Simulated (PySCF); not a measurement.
## Two-component Hartree-Fock for Cu³⁺ (copper, charge +3)

Start: [Ar] 3d8; 3d3/2 filled at m_j = -1/2, +1/2, +3/2; 3d5/2 filled at m_j = -3/2, -1/2, +1/2, +3/2, +5/2. Calculated with PySCF 2.14 in x2c-SVPall-2c with one added diffuse shell each of s, d type (6s5p4d1f, 48 functions): generalised Hartree-Fock with the X2C-1e Hamiltonian and a Gaussian nucleus; one run each with spin-orbit coupling (SO) switched off, then screened by Boettger's factors. This is a chosen level, not necessarily the ground level.

```csv
spinor shell,electrons,"ε, spin-free (eV)","ε, screened SO (eV)",weight of nominal j (screened SO),"rms radius, screened SO (bohr)"
1s1/2,2,-9096.0,-9095.9,1.000,0.0602
2s1/2,2,-1184.8,-1184.7,1.000,0.254
2p1/2,2,-1025.8,-1040.4,0.999,0.226
3s1/2,2,-188.43,-188.41,1.000,0.763
3p1/2,2,-138.93,-143.23,0.832,0.807
3p3/2,4,-138.93,-136.79,0.916,0.813
3d5/2,5,-61.838,-62.222,0.618,0.942
3d3/2,3,-61.838,-61.218,0.638,0.948
```

Question: Where does 2p3/2 lie, and what is the 2p spin-orbit splitting (screened SO)?

Answer: At -1018.6 eV, 21.713 eV above 2p1/2.

| quantity | spin-free | screened SO |
| --- | --- | --- |
| E (hartree) | -1650.69863 | -1650.73517 |
| M_J | 4 | 4 |
| ⟨J²⟩ | 20.004 | 20.004 |
| ⟨L²⟩ | 12.003 | 12.011 |
| ⟨S²⟩ | 2.001 | 2.000 |

Each row is a mean over spinors that exchange with the open shell spreads, by up to 11.724 eV (3p3/2).

Rows whose weight is well below 1 are mixtures of j = l ± 1/2: exchange outweighs spin-orbit coupling there, and the label is only the starting occupation.

Without spin-orbit coupling the j labels of p, d and f shells carry no meaning; the spin-free column gives the mean over the occupied spinors of each nl shell.
